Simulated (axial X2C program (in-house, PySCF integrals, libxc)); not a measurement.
Which molecule has these constants?

Computed with an in-house all-electron X2C program for linear molecules (integrals from PySCF), spin-free (one-electron X2C) or two-component (2c: spin–orbit coupling with atomic mean-field Coulomb and Gaunt terms, which also bring small scalar terms), in Dyall basis sets with cores contracted in-house; open shells are unrestricted.

A two-component PBE0 calculation in a Dyall 3-zeta basis gave Re = 3.666 Å, ωe = 66.7 cm⁻¹, De = 0.13 eV, Ω = 3/2.

**Question.** Which molecule is it?
A. RbCl⁺
B. RbS⁺
C. NaRb⁺
D. RbSi⁺
E. RbP⁺

**Answer.** E. The others have RbS⁺ 3.494 Å and 92.2 cm⁻¹ (Ω = 1); RbSi⁺ 3.769 Å and 82.5 cm⁻¹ (Ω = 2); RbCl⁺ 3.437 Å and 76.7 cm⁻¹ (Ω = 3/2); NaRb⁺ 4.266 Å and 72.9 cm⁻¹ (Ω = 1/2).

Each entry is the lowest single determinant of a limited PBE0 search at one distance. De goes to single-determinant-based atoms at the same level (for ions the charge split of lowest energy) and is withheld (n/a) where an atom does not fit its ground term or J level. Main or longest-lived isotopes. One determinant is a doubtful description, or other states lie close, for RbP⁺, RbS⁺, RbSi⁺, RbCl⁺; these need not be ground states, and all values refer to the states named. Some open-shell Ω = 0 determinants are out of reach, so the Ω given for RbS⁺, RbSi⁺ need not be the lowest component. With several unpaired electrons the Ω given is that of one determinant, not necessarily of the lowest component. Some light 2c atoms are not at their ground J level, so De misses part of their lowering (0.04 eV or less). The functionals have no current term, which raises determinants with orbital currents. Where the atoms have a lower orbital projection than the molecule, De at mean-field level may be about a tenth of an eV too small.
